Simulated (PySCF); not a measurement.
Compound: C₄H₃F₃N₂S.
Atom-mapped SMILES: `[CH3:1][c:2]1[n:3][n:4][c:5]([C:6]([F:7])([F:8])[F:9])[s:10]1`

NICS = −σ at a ghost point: NICS(0) at the centroid of the ring atoms, NICS(1) 1 Å to either side along the normal of their mean plane, zz for the tensor component along that normal. Level: GIAO PBE0/pcSseg-1 (PySCF, non-relativistic, gas phase) on the GFN2-xTB geometry, one conformer.

Ring bond lengths (Å), with Mayer bond orders in brackets: C2–N3 1.287 (1.65), N3–N4 1.314 (1.22), N4–C5 1.287 (1.65), C5–S10 1.743 (1.08), S10–C2 1.760 (1.10).

**Question.** What do the NICS probes read (ppm)?

**Answer.** 
```
           ring                                                       type  NICS(0)  NICS(1), two faces  NICS(1)zz, two faces  rms pucker (Å)  centre to ring atoms, mean (Å)
C2–N3–N4–C5–S10  5-membered ring with 2 N and S; formal bonds all aromatic    -11.9       -12.1 / -12.1         -26.5 / -26.5            0.00                            1.25
```

**Question.** What can be read from them?

**Answer.** 
- C2–N3–N4–C5–S10: mean NICS(1)zz -26.5 ppm, shielded. For a flat ring without four-coordinate atoms the NICS criterion counts such a value as aromatic.

**Question.** How equal are the bonds by HOMA? Use HOMA with the parameters of Krygowski (1993).

**Answer.** 
- C2–N3–N4–C5–S10: HOMA 0.70; the largest term is that of S10–C2, α(R − Ropt)² = 0.64. The geometric and the magnetic index point the same way.

**Question.** At the first NICS(1) probe listed for ring C2–N3–N4–C5–S10, 1 Å off the ring, how large is the induced field along the normal in 14.1 T applied along it?

**Answer.** NICSzz × B0 = -26.5 ppm × 14.1 T = -374 μT, against the applied field.

**Question.** List the ring angles and the Hirshfeld charges of the ring atoms.

**Answer.** 
- C2–N3–N4–C5–S10: C2 112.8° (+0.065 e), N3 114.7° (-0.121 e), N4 113.5° (-0.112 e), C5 114.1° (-0.003 e), S10 84.9° (+0.117 e); sum 540.0° against 540° for a flat convex ring.

**Question.** How shielded are the nuclei of the rings and their hydrogens (means over atoms taken as equivalent)?

**Answer.** 
```json
{"atoms": "C2", "environment": "substituted aromatic carbon", "σ isotropic (ppm)": "12.1", "principal values of the symmetric part, first atom (ppm)": "-48.2, 9.9, 74.5"}
{"atoms": "N3", "environment": "pyridine-type nitrogen", "σ isotropic (ppm)": "-123.5", "principal values of the symmetric part, first atom (ppm)": "-392.8, -96.4, 118.6"}
{"atoms": "N4", "environment": "pyridine-type nitrogen", "σ isotropic (ppm)": "-147.8", "principal values of the symmetric part, first atom (ppm)": "-480.1, -98.6, 135.2"}
{"atoms": "C5", "environment": "substituted aromatic carbon", "σ isotropic (ppm)": "22.9", "principal values of the symmetric part, first atom (ppm)": "-51.2, 48.0, 71.8"}
{"atoms": "S10", "environment": "thiophene-type sulfur", "σ isotropic (ppm)": "206.8", "principal values of the symmetric part, first atom (ppm)": "-47.1, 252.0, 415.4"}
```

Time: 28 s of wall time (with the writing of density and orbital grids); peak memory 0.83 GiB. Hardware: Arm Neoverse V2, one thread, no GPU, shared host with 96 logical CPUs at a one-minute load of 38. This is the whole shielding run at PBE0/pcSseg-1, SCF included.

Conformer computed: `[CH3:1][c:2]1[n:3][n:4][c:5]([C:6]([F:7])([F:8])[F:9])[s:10]1`: N4–C5–C6–F7 120°.
